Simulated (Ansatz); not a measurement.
`C[B](N)[GaH2]` + HCl → `CB(N)Cl` + `[GaH3]` at 600 K and 1 bar (cleavage of the B–Ga bond).

Gas-phase electronic energies from Ansatz, PBE0-D4/def2-TZVP geometries. CCSD(T)/CBS is the MP2 limit (def2-TZVPP, def2-QZVPP) plus CCSD(T) − MP2 in def2-TZVPP, frozen cores. This one scheme is used for every species. For Ga outer-core shells are correlated without core-valence functions, which leaves a few kJ/mol of doubt a bond. Scalar relativity is left out up to krypton. One conformer a species, not always the lowest.

| species | CCSD(T)/CBS energy (Eh) | H − E (kJ/mol) | S (J/(mol·K)) |
| --- | --- | --- | --- |
| `C[B](N)[GaH2]` | -2045.72929 | 275.8 | 443.5 |
| HCl | -460.38127 | 35.4 | 207.2 |
| `CB(N)Cl` | -580.44617 | 231.9 | 379.5 |
| `[GaH3]` | -1925.70545 | 74.9 | 253.2 |

H − E and S are ideal-gas, rigid-rotor, harmonic terms from PBE0-D4/def2-TZVP, for one conformer and one mirror image of each species. 1 Eh = 2625.50 kJ/mol, R = 8.31446 J/(mol·K).

Question: By hand: ΔE, ΔH, ΔS and ΔG.

Answer: ΔE = (-580.44617) + (-1925.70545) − (-2045.72929) − (-460.38127) = -0.04106 Eh = -107.8 kJ/mol. Δ(H − E) = 231.9 + 74.9 − 275.8 − 35.4 = -4.4, so ΔH = -112.2 kJ/mol. ΔS = 379.5 + 253.2 − 443.5 − 207.2 = -18.0 J/(mol·K). ΔG = -112.2 − 600 × (-18.0)/1000 = -101.4 kJ/mol.

Question: By hand: the equilibrium constant, and the temperature at which ΔG would vanish if ΔH and ΔS stayed fixed.

Answer: log₁₀ K = −ΔG/(RT ln 10) = 8.8. ΔG = 0 at ΔH/ΔS = 6233 K, far beyond where these terms or the molecules hold.

ΔH outweighs TΔS. A doubt of 5 kJ/mol in ΔE shifts log₁₀ K by 0.4 here. Other conformers and mirror images would add mixing entropy, several J/(mol·K) or more a flexible species. These are equilibria of isolated gas molecules and say nothing of rates. Largest T1 diagnostic: 0.013 (customary marks: 0.02 for closed shells, 0.045 for open ones).
